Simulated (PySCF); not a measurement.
Job file and geometry (Å, from GFN2-xTB) of a spin–spin coupling run on SMILES C=[C](C)[GeH2][NH2], C3H9GeN, B3LYP/pcJ-1 Ge:pcSseg-1 indirect spin-spin coupling, non-relativistic, gas phase (PySCF); density fitting, a coarse starting grid and PySCF grid level 2 are the driver's defaults:

```
$ OMP_NUM_THREADS=1 python probes_run.py task.json out

{"job": {"kind": "j", "xc": "B3LYP", "basis": "pcJ-1"}, "charge": 0, "multiplicity": 1}
C     -1.609228     0.928996    -0.433957
C     -0.758564     0.236125     0.306992
C     -1.166729    -0.967270     1.092707
Ge     1.136114     0.732121     0.421757
N      2.096715    -0.743746    -0.036403
H     -2.654732     0.667692    -0.513470
H     -1.291845     1.796483    -0.991560
H     -0.557724    -1.821093     0.796404
H     -2.218574    -1.207986     0.947792
H     -0.984443    -0.792099     2.153418
H      1.597127     1.027664     1.823490
H      1.408933     1.958683    -0.433845
H      1.903135    -1.134564    -0.948211
H      3.099136    -0.681479     0.072746
```

**Question.** Write the output of this run.

**Answer.** 
```
coarse grid: 50328 points
cycle   1  E = -2251.2051493769  dE = -3.363e-01  |g| = 1.065e+00  |ddm| = 3.107e+00
cycle   2  E = -2251.0869941035  dE =  1.182e-01  |g| = 1.282e+00  |ddm| = 1.356e+00
cycle   3  E = -2251.3197855423  dE = -2.328e-01  |g| = 1.746e-01  |ddm| = 9.672e-01
cycle   4  E = -2251.3254392149  dE = -5.654e-03  |g| = 7.284e-02  |ddm| = 1.729e-01
cycle   5  E = -2251.3263670991  dE = -9.279e-04  |g| = 1.292e-02  |ddm| = 5.885e-02
cycle   6  E = -2251.3264058065  dE = -3.871e-05  |g| = 5.596e-03  |ddm| = 1.570e-02
cycle   7  E = -2251.3264131693  dE = -7.363e-06  |g| = 1.275e-03  |ddm| = 4.801e-03
final grid: 106008 points
cycle   8  E = -2251.3263914965  dE =  6.124e-07  |g| = 2.054e-03  |ddm| = 2.785e-03
cycle   9  E = -2251.3263890465  dE =  2.450e-06  |g| = 3.754e-03  |ddm| = 4.412e-03
cycle  10  E = -2251.3263925214  dE = -3.475e-06  |g| = 2.876e-04  |ddm| = 2.855e-03
cycle  11  E = -2251.3263925438  dE = -2.236e-08  |g| = 5.104e-05  |ddm| = 2.996e-04
cycle  12  E = -2251.3263925442  dE = -4.025e-10  |g| = 7.080e-06  |ddm| = 3.869e-05
converged SCF energy = -2251.3263925442

Indirect spin-spin couplings (Hz)
  i      j    bonds     total        FC       PSO       DSO        SD
  0 C    1 C    1     73.152    82.860    -9.960     0.253         -
  0 C    2 C    2     -0.162     0.224    -0.361    -0.025         -
  0 C    4 N    3     -0.908    -0.918    -0.056     0.040     0.025
  0 C    5 H    1    162.370   161.324     0.339     0.707         -
  0 C    6 H    1    162.848   161.651     0.438     0.758         -
  0 C    7 H    3      7.646     7.727     0.264    -0.345         -
  0 C    8 H    3      9.143     9.456    -0.381     0.069         -
  0 C    9 H    3      7.203     7.296     0.242    -0.335         -
  0 C   10 H    3      3.913     4.322     0.208    -0.617         -
  0 C   11 H    3      0.436     0.533    -0.129     0.032         -
  0 C   12 H    4     -0.227    -0.172     0.076    -0.131         -
  0 C   13 H    4      0.293     0.476     0.339    -0.522         -
  1 C    2 C    1     37.945    39.141    -1.476     0.280         -
  1 C    4 N    2     -3.983    -4.048     0.048     0.020    -0.004
  1 C    5 H    2     -1.264     0.508    -1.478    -0.294         -
  1 C    6 H    2      0.131     1.739    -1.403    -0.205         -
  1 C    7 H    2     -7.771    -7.924    -0.004     0.157         -
  1 C    8 H    2     -3.822    -3.699    -0.134     0.012         -
  1 C    9 H    2     -7.395    -7.554     0.018     0.141         -
  1 C   10 H    2      6.386     7.000     0.001    -0.615         -
  1 C   11 H    2     14.750    15.414    -0.137    -0.527         -
  1 C   12 H    3     -0.162    -0.160    -0.021     0.018         -
  1 C   13 H    3      6.482     6.841     0.330    -0.689         -
  2 C    4 N    3     -0.159    -0.169     0.007    -0.004     0.006
  2 C    5 H    3      9.797     9.905    -0.131     0.023         -
  2 C    6 H    3     13.774    13.829     0.408    -0.463         -
  2 C    7 H    1    133.961   132.042     1.119     0.800         -
  2 C    8 H    1    134.369   132.529     1.097     0.742         -
  2 C    9 H    1    131.546   129.540     1.219     0.787         -
  2 C   10 H    3     -0.292    -0.207     0.058    -0.143         -
  2 C   11 H    3      3.567     4.033     0.271    -0.737         -
  2 C   13 H    4     -0.389    -0.296     0.282    -0.374         -
  4 N    5 H    4     -0.685    -0.731    -0.103     0.139     0.011
  4 N    9 H    4      0.200     0.170    -0.002     0.036    -0.004
  4 N   10 H    2     -9.548    -9.761    -0.013     0.208     0.019
  4 N   11 H    2      0.848     0.536    -0.077     0.368     0.021
  4 N   12 H    1    -71.397   -67.368    -3.134    -0.453    -0.441
  4 N   13 H    1    -72.997   -68.989    -3.122    -0.445    -0.441
  5 H    6 H    2      1.975     1.417     3.679    -3.121         -
  5 H    7 H    4     -2.763    -2.778     1.113    -1.098         -
  5 H    8 H    4     -0.382    -0.539    -1.447     1.604         -
  5 H    9 H    4     -2.981    -2.990     1.044    -1.035         -
  5 H   10 H    4      0.873     1.718     1.099    -1.944         -
  5 H   11 H    4     -0.474    -0.283     1.056    -1.247         -
  5 H   12 H    5     -0.205    -0.047     0.568    -0.726         -
  5 H   13 H    5      0.438     0.911     1.199    -1.672         -
  6 H    7 H    4     -2.564    -2.475     1.585    -1.675         -
  6 H    8 H    4     -0.282    -0.252     1.545    -1.575         -
  6 H    9 H    4     -2.833    -2.752     1.581    -1.661         -
  6 H   10 H    4     -1.296     0.261     0.681    -2.238         -
  6 H   11 H    4      0.883    -0.087    -1.162     2.131         -
  6 H   12 H    5     -0.320     0.000     0.169    -0.490         -
  6 H   13 H    5     -0.480     0.311     0.932    -1.722         -
  7 H    8 H    2    -12.434   -12.833     2.771    -2.372         -
  7 H    9 H    2    -19.327   -19.917     2.616    -2.026         -
  7 H   10 H    4     -1.108    -0.521     0.339    -0.927         -
  7 H   11 H    4     -1.651     0.243     1.000    -2.894         -
  7 H   12 H    5      0.416     0.053    -0.829     1.192         -
  8 H    9 H    2    -12.828   -13.220     2.786    -2.394         -
  8 H   10 H    4     -0.821    -0.413     1.067    -1.475         -
  8 H   11 H    4      3.001     3.945     1.146    -2.090         -
  8 H   13 H    5     -0.286     0.015     1.316    -1.618         -
  9 H   10 H    4     -0.300    -0.751    -0.683     1.134         -
  9 H   11 H    4     -1.201     0.611     0.966    -2.777         -
  9 H   12 H    5     -0.186     0.035     0.842    -1.063         -
  9 H   13 H    5     -0.314     0.050     0.889    -1.253         -
 10 H   11 H    2     20.889    24.141     0.991    -4.243         -
 10 H   12 H    3     10.652    12.879     2.297    -4.524         -
 10 H   13 H    3     -0.027     0.200     0.251    -0.479         -
 11 H   12 H    3     -2.548    -1.464     0.710    -1.794         -
 11 H   13 H    3     -2.959    -1.893     0.742    -1.808         -
 12 H   13 H    2     -7.931    -9.875     5.612    -3.668         -
```

Size and cost of the density-fitted run: 239 basis functions, 2 min wall time on 1 thread of an Intel Xeon, shared host; peak memory 1 GiB.
